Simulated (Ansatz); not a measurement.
`CC(C)[O][AlH][Cl]` + H₂ → `CC(C)[O][AlH2]` + HCl at 298.15 K and 1 bar (hydrogenolysis of the Al–Cl bond).

Program: Ansatz. Geometries: PBE0-D4/def2-TZVP. ΔE: electronic, gas phase. CCSD(T)/CBS is the MP2 limit (def2-TZVPP, def2-QZVPP) plus CCSD(T) − MP2 in def2-TZVPP, frozen cores. This one scheme is used for every species. Each species was taken in one conformer, which may not be the lowest.

```tsv
species	CCSD(T)/CBS energy (Eh)	H − E (kJ/mol)	S (J/(mol·K))
`CC(C)[O][AlH][Cl]`	-896.06689	306.4	396.5
H₂	-1.17544	35.1	130.4
`CC(C)[O][AlH2]`	-436.80104	316.0	358.8
HCl	-460.38127	26.6	186.8
```

H − E and S are ideal-gas, rigid-rotor, harmonic terms from PBE0-D4/def2-TZVP, for one conformer and one mirror image of each species. The MP2-based limit puts H₂ 0.8 mEh under its directly extrapolated value; such offsets cancel only in part. 1 Eh = 2625.50 kJ/mol, R = 8.31446 J/(mol·K).

Q: By hand: ΔE, ΔH, ΔS and ΔG.

A: ΔE = (-436.80104) + (-460.38127) − (-896.06689) − (-1.17544) = 0.06002 Eh = 157.6 kJ/mol. Δ(H − E) = 316.0 + 26.6 − 306.4 − 35.1 = 1.1, so ΔH = 158.7 kJ/mol. ΔS = 358.8 + 186.8 − 396.5 − 130.4 = 18.7 J/(mol·K). ΔG = 158.7 − 298.15 × (18.7)/1000 = 153.1 kJ/mol.

Q: By hand: the equilibrium constant, and the temperature at which ΔG would vanish if ΔH and ΔS stayed fixed.

A: log₁₀ K = −ΔG/(RT ln 10) = -26.8. ΔG = 0 at ΔH/ΔS = 8487 K, far beyond where these terms or the molecules hold.

ΔH outweighs TΔS. A doubt of 5 kJ/mol in ΔE shifts log₁₀ K by 0.9 here. Other conformers and mirror images would add mixing entropy, several J/(mol·K) or more a flexible species. Modes under 60 cm⁻¹, often nearly free rotors, make the harmonic entropy too high. These are equilibria of isolated gas molecules and say nothing of rates. Largest T1 diagnostic: 0.012 (customary marks: 0.02 for closed shells, 0.045 for open ones).
